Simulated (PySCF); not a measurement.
Molecule: `C(=C=C)=C(C)CO`, C6H8O.

Cartesian coordinates in Å; atom numbers follow the order of the lines, from 1:
```xyz
15

C     3.265   -0.642   -0.398
C     1.975   -0.469   -0.268
C     0.734   -0.300   -0.151
C    -0.561   -0.121   -0.006
C    -1.553   -0.396   -1.092
C    -1.128    0.440    1.278
O    -1.655    1.740    1.100
H     3.946   -0.419    0.407
H     3.693   -1.015   -1.315
H    -2.229    0.453   -1.190
H    -1.058   -0.582   -2.041
H    -2.153   -1.269   -0.829
H    -0.362    0.437    2.066
H    -1.976   -0.169    1.606
H    -0.943    2.320    0.809
```

Frames of a GFN2-xTB Langevin trajectory at 200 K; GIAO PBE0/pcSseg-1 shieldings in PySCF 2.14.0 with density-fitted response routines, gas phase, non-relativistic; equivalent atoms averaged within each frame.

Scale: $^{13}$C (σref 186.93), $^{1}$H (σref 31.72) vs TMS; $^{17}$O (σref 336.08) vs H2O (reference shieldings calculated alike). The references are static minima.

Question: How do the shifts (ppm) fluctuate along the trajectory?

Answer: 
```tsv
time (fs)	C2	C3	C4	C1	C6	C5	O7	H8/H9	H13/H14	H10/H11/H12
250	185.6	175.0	134.7	96.6	73.4	20.6	51.6	5.16	4.88	1.84
425	184.1	173.2	132.6	95.5	74.1	28.9	53.7	5.43	4.59	2.68
625	190.2	171.1	131.7	96.5	79.3	18.5	61.7	4.97	5.00	1.79
800	185.7	179.6	128.8	95.7	68.2	22.1	40.4	5.53	3.92	2.68
1000	186.5	172.2	131.3	93.8	76.5	23.7	38.0	5.18	4.99	2.24
mean of frames	186.4	174.2	131.8	95.6	74.3	22.8	49.1	5.25	4.68	2.25
standard deviation	2.3	3.4	2.1	1.1	4.1	3.9	9.8	0.22	0.45	0.43
```

5 frames give an uncertainty of the mean of about the standard deviation over 2.2 at best, since frames this close in time may not be independent; classical motion lacks zero-point vibration, and the reference would need the same averaging.
